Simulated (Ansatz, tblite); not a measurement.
Spin states of In₂N₃⁻, each relaxed with PBE0-D4/def2-SVPD in Ansatz. Electronic energies in the gas phase.

In the def2 sets In takes a core potential; there is no spin–orbit coupling. The xTB rows come from tblite. In the quintet geometry the species has come apart into loosely held pieces. The structure comes from a short search, and lower isomers may exist.

Singlet geometry (Cs within 0.1 Å):

```csv
atom,x (Å),y (Å),z (Å)
In1,-1.020,1.034,0.628
In2,2.377,-1.863,-0.462
N3,0.333,-0.968,-1.376
N4,-2.163,2.274,1.504
N5,0.473,-0.478,-0.294
```

Quintet geometry:

```xyz
5

In   -1.0863    1.0193    0.3632
In   -3.8075    0.2710    0.2710
N     2.1478   -1.3481   -0.9777
N     1.1219    1.6177    0.3788
N     1.6241   -1.5599   -0.0352
```

⟨S²⟩: quintet 6.02 at PBE0-D4/def2-TZVPD (pure 6.00).

Run but left out: HF/STO-3G (singlet: restricted singlet, unstable in another Hartree–Fock run and untested here); HF/def2-TZVPD (singlet: restricted singlet, unstable towards broken spin symmetry); MP2/def2-TZVPD (quintet: ⟨S²⟩ 6.18, where a pure state has 6.00).

The triplet was relaxed too but is left out (at the level of its geometry, ⟨S²⟩ 2.66, where a pure state has 2.00); at PBE0-D4/def2-TZVPD it lies 0.68 eV above the lowest shown. The quintet has fallen apart into loose fragments. The quintet has other bonds than the singlet, so the gap mixes isomer and spin.

Question: Estimate which spin state lies lowest at each of these levels, and by how much: GFN1-xTB; GFN2-xTB; PBE-D4/def2-TZVPD; r2SCAN-D4/def2-TZVPD; PBE0-D4/def2-TZVPD; r2SCAN0-D4/def2-TZVPD; CAM-B3LYP-D4/def2-TZVPD.

Answer: 
```
                  level  quintet − singlet (kJ/mol)  lowest of these                    remarks
               GFN1-xTB                       292.8          singlet                          –
               GFN2-xTB                       427.3          singlet                          –
      PBE-D4/def2-TZVPD                       -40.2          quintet  HOMO above zero (quintet)
   r2SCAN-D4/def2-TZVPD                      -108.0          quintet  HOMO above zero (quintet)
     PBE0-D4/def2-TZVPD                      -143.4          quintet                          –
  r2SCAN0-D4/def2-TZVPD                      -193.0          quintet                          –
CAM-B3LYP-D4/def2-TZVPD                      -151.1          quintet                          –
```

Change of the quintet − singlet gap on mixing in exact exchange, in kJ/mol: PBE to PBE0 (25 % exact exchange) -103.1; r2SCAN to r2SCAN0 (25 % exact exchange) -84.9. The xTB methods have no term that favours high spin, so they put low spin too low.
